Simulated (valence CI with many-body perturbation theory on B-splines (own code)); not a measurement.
**E1 transitions of Zn25+**

Level of theory: relativistic CI+MBPT: three valence electrons over a frozen Dirac-Fock core [He], radial functions for each j: 11 s, 11 p, 10 d, 8 f, 5 g, 2 h, with the one-electron correlation potential Σ1, the two-electron term Σ2, the three-electron term Σ3, Breit, model QED; selected CI, second order for the rest, scaled by the run's own slope (own B-spline code, finite nucleus).

No measured spectrum was set against this ion. As an estimate, levels of excited configurations hold to 0.05 to 0.15 % of their energy, terms of the ground configuration to about 0.5 %.

Lines 51 to 100 of 577 in falling wavelength, among levels below 150.41 Ry, chosen from the strongest by gf and those to the six lowest levels. Wavelengths and rates use the calculated energies, so an error of 900 cm⁻¹ moves a line at 86.42 nm by 0.78 % and its rate by three times that or more. Electric multipoles are in the length gauge, E1 and E2 with the static RPA response of the core. Weak lines are less certain than strong ones. Lines between different terms over intervals too small for the method are left out, as are lines whose strength nearly cancels. The highest levels of a list are the least certain.

Levels are named by their leading jj configuration (3d3/2^4 stands for four electrons in 3d with j = 3/2), which in mixed levels can hold well under half, so a name can repeat and another be missing. Letters in brackets count levels of one name in rising energy.

```
λ vac (nm)                          Upper                          Lower   A (s⁻¹)  S (a.u.)
     86.42     (2s 2p3/2 4p3/2) J=3/2 [b]            (2s 2p3/2 4s) J=1/2  4.08e+08  5.20e-01
     83.21     (2s 2p3/2 4p3/2) J=1/2 [a]        (2s 2p3/2 4s) J=3/2 [a]  8.73e+08  4.96e-01
     82.24     (2s 2p3/2 4p3/2) J=1/2 [b]            (2s 2p3/2 4s) J=1/2  6.17e+08  3.39e-01
     80.03     (2s 2p3/2 4d5/2) J=7/2 [a]         (2s 2p3/2 4p1/2) J=5/2  1.64e+08  3.33e-01
     58.07      (2p1/2 2p3/2 3d5/2) J=9/2      (2p1/2 2p3/2 3p3/2) J=7/2  6.62e+08  6.39e-01
     57.60          (2p3/2^2 3d5/2) J=7/2          (2p3/2^2 3p3/2) J=5/2  5.37e+08  4.05e-01
     56.73         (2s 2p3/2 3d5/2) J=9/2         (2s 2p3/2 3p3/2) J=7/2  6.05e+08  5.45e-01
     55.99          (2p3/2^2 3d5/2) J=9/2          (2p3/2^2 3p3/2) J=7/2  7.53e+08  6.52e-01
     54.19         (2s 2p1/2 3d5/2) J=7/2         (2s 2p1/2 3p3/2) J=5/2  6.74e+08  4.23e-01
     54.14  (2p1/2 2p3/2 3d5/2) J=7/2 [a]      (2p1/2 2p3/2 3p1/2) J=5/2  5.27e+08  3.30e-01
     53.56      (2p3/2^2 3d5/2) J=5/2 [b]      (2p3/2^2 3p3/2) J=3/2 [b]  8.37e+08  3.81e-01
     53.31  (2p1/2 2p3/2 3d5/2) J=5/2 [a]  (2p1/2 2p3/2 3p3/2) J=3/2 [a]  6.28e+08  2.82e-01
     52.49          (2p3/2^2 3p3/2) J=5/2             (2p3/2^2 3s) J=3/2  6.90e+08  2.96e-01
     51.92     (2s 2p3/2 3d5/2) J=7/2 [b]     (2s 2p3/2 3p3/2) J=5/2 [b]  6.90e+08  3.81e-01
     51.55          (2p1/2^2 3d5/2) J=5/2          (2p1/2^2 3p3/2) J=3/2  7.56e+08  3.06e-01
     51.20  (2p1/2 2p3/2 3d5/2) J=7/2 [b]  (2p1/2 2p3/2 3p3/2) J=5/2 [b]  8.64e+08  4.58e-01
     49.68     (2s 2p3/2 3d5/2) J=7/2 [a]         (2s 2p3/2 3p1/2) J=5/2  4.75e+08  2.30e-01
     47.93     (2s 2p3/2 3d5/2) J=5/2 [b]     (2s 2p3/2 3p3/2) J=3/2 [b]  6.99e+08  2.28e-01
     47.69      (2p1/2 2p3/2 3d3/2) J=7/2  (2p1/2 2p3/2 3p3/2) J=5/2 [a]  6.10e+08  2.61e-01
     47.40     (2s 2p1/2 3d5/2) J=5/2 [a]     (2s 2p1/2 3p3/2) J=3/2 [a]  6.84e+08  2.16e-01
     47.02             (2s^2 3d5/2) J=5/2             (2s^2 3p3/2) J=3/2  9.47e+08  2.92e-01
     46.04  (2p1/2 2p3/2 3d3/2) J=5/2 [a]  (2p1/2 2p3/2 3p1/2) J=3/2 [a]  8.96e+08  2.59e-01
     44.85         (2s 2p1/2 3d3/2) J=5/2         (2s 2p1/2 3p1/2) J=3/2  7.85e+08  2.10e-01
     44.85          (2p3/2^2 3d3/2) J=7/2          (2p3/2^2 3p1/2) J=5/2  1.08e+09  3.84e-01
     44.49          (2p3/2^2 3p1/2) J=3/2             (2p3/2^2 3s) J=5/2  1.23e+09  2.15e-01
     44.00     (2s 2p1/2 3d5/2) J=5/2 [b]     (2s 2p1/2 3p3/2) J=3/2 [b]  1.08e+09  2.72e-01
     43.95      (2p1/2 2p3/2 3p1/2) J=5/2     (2p1/2 2p3/2 3s) J=3/2 [a]  1.08e+09  2.70e-01
     43.46     (2s 2p3/2 3d5/2) J=5/2 [a]     (2s 2p3/2 3p3/2) J=3/2 [a]  7.35e+08  1.79e-01
     43.07      (2p1/2 2p3/2 3p3/2) J=7/2         (2p1/2 2p3/2 3s) J=5/2  2.01e+09  6.34e-01
     42.92          (2p1/2^2 3d3/2) J=3/2          (2p1/2^2 3p1/2) J=1/2  1.26e+09  1.96e-01
     42.86     (2s 2p3/2 3d3/2) J=5/2 [b]     (2s 2p3/2 3p1/2) J=3/2 [b]  8.86e+08  2.06e-01
     42.83  (2p1/2 2p3/2 3d5/2) J=5/2 [b]  (2p1/2 2p3/2 3p3/2) J=3/2 [b]  1.29e+09  3.01e-01
     42.44          (2p3/2^2 3p3/2) J=7/2             (2p3/2^2 3s) J=5/2  2.07e+09  6.24e-01
     42.32      (2p3/2^2 3d3/2) J=3/2 [b]          (2p3/2^2 3p1/2) J=1/2  1.42e+09  2.13e-01
     41.22         (2s 2p3/2 3d3/2) J=7/2     (2s 2p3/2 3p3/2) J=5/2 [a]  1.25e+09  3.47e-01
     41.13  (2p1/2 2p3/2 3p3/2) J=5/2 [a]     (2p1/2 2p3/2 3s) J=3/2 [a]  8.19e+08  1.69e-01
     41.06          (2p1/2^2 3p3/2) J=3/2             (2p1/2^2 3s) J=1/2  1.61e+09  2.20e-01
     40.76          (2p3/2^2 3p1/2) J=5/2             (2p3/2^2 3s) J=5/2  1.53e+09  3.06e-01
     39.99  (2p1/2 2p3/2 3p3/2) J=5/2 [b]     (2p1/2 2p3/2 3s) J=3/2 [b]  1.70e+09  3.22e-01
     39.08     (2s 2p3/2 3p3/2) J=5/2 [a]        (2s 2p3/2 3s) J=3/2 [a]  1.53e+09  2.71e-01
     39.05             (2s^2 3d3/2) J=3/2             (2s^2 3p1/2) J=1/2  1.34e+09  1.57e-01
     38.71         (2s 2p3/2 3p3/2) J=7/2            (2s 2p3/2 3s) J=5/2  2.33e+09  5.34e-01
     38.42     (2s 2p3/2 3p3/2) J=5/2 [b]        (2s 2p3/2 3s) J=3/2 [b]  1.42e+09  2.38e-01
     38.14         (2s 2p3/2 3p1/2) J=5/2            (2s 2p3/2 3s) J=5/2  1.72e+09  2.83e-01
     37.64  (2p1/2 2p3/2 3p1/2) J=3/2 [b]         (2p1/2 2p3/2 3s) J=5/2  2.40e+09  2.53e-01
     36.84      (2p3/2^2 3p3/2) J=3/2 [b]             (2p3/2^2 3s) J=1/2  1.56e+09  1.54e-01
     36.81         (2s 2p1/2 3p3/2) J=5/2            (2s 2p1/2 3s) J=3/2  2.66e+09  3.93e-01
     36.07             (2s^2 3p3/2) J=3/2                (2s^2 3s) J=1/2  2.56e+09  2.37e-01
     35.81     (2s 2p3/2 3p3/2) J=3/2 [b]            (2s 2p3/2 3s) J=1/2  1.64e+09  1.48e-01
     34.57     (2s 2p1/2 3p3/2) J=3/2 [a]        (2s 2p1/2 3s) J=1/2 [a]  2.44e+09  1.99e-01
```
